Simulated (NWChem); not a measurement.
# Si2H4F2; SMILES [SiH](F)(F)[SiH3]

Program: NWChem. Pople sets run with spherical d functions. Coordinates come from a PBE-D3(BJ)/def2-SVP optimisation. B3LYP is NWChem's, with the RPA form of VWN correlation. Vertical excitations in the gas phase; the lowest state need not have the same character in each row.

For level PBE/6-31+G*, full TDDFT:

* **lowest excitation, singlet (eV)**: 6.42
* **lowest state with f > 0.02, singlet (eV)**: 7.12
* **orbital gap (eV)**: 6.13

Task: What are these values for level B3LYP/6-31+G*, full TDDFT?

Result: The lowest excitation, singlet (eV) is 6.81 and the lowest state with f > 0.02, singlet (eV) comes out as 6.98. The orbital gap (eV) is 7.85.
